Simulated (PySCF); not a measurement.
**Two-component Hartree-Fock for Ar²⁺ (argon, charge +2)**

Start: [Ne] 3s2 3p4; 3p1/2 filled at m_j = -1/2, +1/2; 3p3/2 filled at m_j = +1/2, +3/2. Calculated with PySCF 2.14 in x2c-QZVPPall-2c: generalised Hartree-Fock with the X2C-1e Hamiltonian and a Gaussian nucleus; one run each with spin-orbit coupling (SO) switched off, then screened by Boettger's factors.

| spinor shell | electrons | ε, spin-free (eV) | ε, screened SO (eV) | weight of nominal j (screened SO) | rms radius, screened SO (bohr) |
| --- | --- | --- | --- | --- | --- |
| 1s1/2 | 2 | -3271.3 | -3271.3 | 1.000 | 0.0991 |
| 2s1/2 | 2 | -367.65 | -367.63 | 1.000 | 0.446 |
| 2p1/2 | 2 | -290.42 | -292.37 | 0.945 | 0.415 |
| 2p3/2 | 4 | -290.42 | -289.42 | 0.973 | 0.417 |
| 3s1/2 | 2 | -59.881 | -59.871 | 0.999 | 1.43 |
| 3p3/2 | 2 | -42.694 | -43.719 | 0.830 | 1.58 |
| 3p1/2 | 2 | -42.694 | -41.691 | 0.690 | 1.60 |

```json
{"quantity": "E (hartree)", "spin-free": "-527.12234", "screened SO": "-527.12642"}
{"quantity": "M_J", "spin-free": "2", "screened SO": "2"}
{"quantity": "⟨J²⟩", "spin-free": "6.012", "screened SO": "6.014"}
{"quantity": "⟨L²⟩", "spin-free": "2.008", "screened SO": "2.022"}
{"quantity": "⟨S²⟩", "spin-free": "2.003", "screened SO": "1.997"}
```

Each row is a mean over spinors that exchange with the open shell spreads, by up to 7.962 eV (3s1/2).

Rows whose weight is well below 1 are mixtures of j = l ± 1/2: exchange outweighs spin-orbit coupling there, and the label is only the starting occupation.

Without spin-orbit coupling the j labels of p, d and f shells carry no meaning; the spin-free column gives the mean over the occupied spinors of each nl shell.
